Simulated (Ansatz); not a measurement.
Relaxation of a periodic cell of 40 atoms, H₂CO (contents 10 H2CO, density as packed 0.82 g/cm³ with natural masses), to a largest force component of 0.3 eV/Å in at most 15 steps.

The calculation used DFT PBEsol, scalar-relativistic, plane waves, PAW (Ansatz). Settings: accuracy low, cutoff 420 eV, k mesh 1x1x1, fermi-dirac smearing 0.02 eV, no spin polarisation.

```xyz
40
Lattice="8.4809 0.0000 0.0000 0.0000 8.4809 0.0000 0.0000 0.0000 8.4809" Properties=species:S:1:pos:R:3:forces:R:3
O 6.190 8.899 0.092 0.44 -0.65 0.14
C 6.021 7.759 0.492 0.37 0.86 -0.34
H 6.230 6.878 -0.140 0.15 -0.16 -0.21
H 5.650 7.541 1.508 -0.17 0.01 0.35
O 0.995 7.081 5.020 -0.34 -0.90 -0.33
C 0.711 6.010 4.510 0.01 1.36 0.60
H 0.141 5.234 5.050 -0.41 -0.12 0.11
H 1.006 5.754 3.477 0.10 0.02 -0.53
O 6.036 4.568 5.867 0.33 -1.07 0.75
C 5.482 3.709 6.532 0.81 1.05 -0.69
H 5.056 2.798 6.078 -0.20 -0.37 -0.26
H 5.375 3.793 7.628 0.03 0.00 0.33
O 3.637 4.902 5.289 -1.46 -0.42 -0.26
C 2.532 4.388 5.223 1.49 0.56 0.05
H 2.187 3.852 4.322 -0.14 -0.21 -0.36
H 1.814 4.429 6.060 -0.01 0.11 0.36
O 7.007 5.111 2.001 0.65 -0.89 -0.45
C 7.558 4.129 1.530 -0.80 1.21 0.51
H 8.519 3.752 1.920 0.46 -0.14 0.26
H 7.128 3.562 0.687 -0.25 -0.23 -0.32
O 4.272 5.733 -0.305 -1.18 -0.53 0.68
C 3.330 5.190 0.249 1.15 0.86 -0.52
H 2.977 5.502 1.247 -0.09 0.21 0.38
H 2.777 4.356 -0.215 -0.15 -0.45 -0.29
O 1.223 2.190 5.946 -0.98 0.41 0.16
C 0.242 2.725 6.435 0.72 -0.89 -0.50
H -0.623 2.145 6.800 -0.30 -0.33 0.09
H 0.161 3.821 6.540 -0.04 0.54 0.07
O 5.536 -0.972 4.475 -0.04 1.13 0.30
C 5.450 0.178 4.872 0.08 -1.35 -0.47
H 6.143 0.593 5.625 0.43 0.05 0.40
H 4.676 0.872 4.501 -0.39 0.17 -0.25
O 3.789 1.171 8.765 -1.11 0.33 -1.35
C 2.954 1.247 7.879 1.28 -0.18 1.31
H 2.056 1.882 7.971 -0.25 0.22 0.21
H 3.049 0.687 6.932 -0.05 -0.26 -0.42
O 3.288 0.855 2.649 -1.09 -0.21 0.66
C 2.185 0.354 2.798 1.38 0.20 -0.11
H 2.046 -0.627 3.285 0.01 -0.28 0.10
H 1.262 0.852 2.455 -0.43 0.34 -0.14
```

Where does it end, and by what steps?

It did not converge within its limit. The force dipped under the threshold on the way, but the program's further checks kept it going. Limits of this set-up: coarse k mesh, low accuracy level. After 15 steps the energy has fallen by 2.224 eV; O1 moved furthest, 1.46 Å.

```csv
step,energy less start (eV),largest force component (eV/Å),accepted
0,0.0000,1.493,yes
1,-0.4996,1.057,yes
2,-0.7483,1.312,yes
3,-1.1332,1.121,yes
4,-1.3760,1.061,yes
5,-1.5739,0.763,yes
6,-1.7483,0.321,yes
7,-1.8462,0.822,yes
8,-1.3235,2.254,no
9,-1.9143,0.633,yes
10,-1.9823,0.253,yes
11,-1.9823,0.253,yes
12,-2.0194,0.569,yes
13,-2.1231,0.413,yes
14,-2.1946,0.411,yes
15,-2.2235,0.866,yes
```

```xyz
40
Lattice="8.4809 0.0000 0.0000 0.0000 8.4809 0.0000 0.0000 0.0000 8.4809" Properties=species:S:1:pos:R:3
O 7.572 9.186 0.478
C 6.850 8.205 0.454
H 6.785 7.533 -0.449
H 6.253 7.891 1.352
O 0.053 7.489 5.499
C -0.406 6.656 4.723
H -1.115 5.859 5.062
H -0.088 6.597 3.646
O 6.668 3.924 6.172
C 5.535 3.580 6.439
H 5.112 2.623 6.043
H 4.881 4.168 7.141
O 3.681 4.218 4.647
C 2.473 4.330 4.720
H 1.812 4.157 3.828
H 1.950 4.660 5.661
O 7.828 5.012 1.527
C 7.749 3.800 1.542
H 8.501 3.174 2.096
H 6.953 3.237 0.985
O 3.920 6.096 0.080
C 3.415 5.382 0.930
H 3.138 5.770 1.944
H 3.173 4.295 0.741
O 1.141 2.257 5.352
C 0.376 2.370 6.291
H -0.312 1.546 6.606
H 0.380 3.284 6.944
O 6.099 -0.806 3.727
C 5.781 0.083 4.486
H 6.348 0.252 5.441
H 4.902 0.743 4.270
O 3.786 1.414 7.826
C 2.774 0.745 7.679
H 1.825 0.975 8.240
H 2.679 -0.064 6.907
O 2.905 1.151 2.915
C 1.898 0.572 3.270
H 1.910 -0.358 3.911
H 0.883 0.897 2.925
```

The run took 35 s on 1 CPU thread of a shared host.
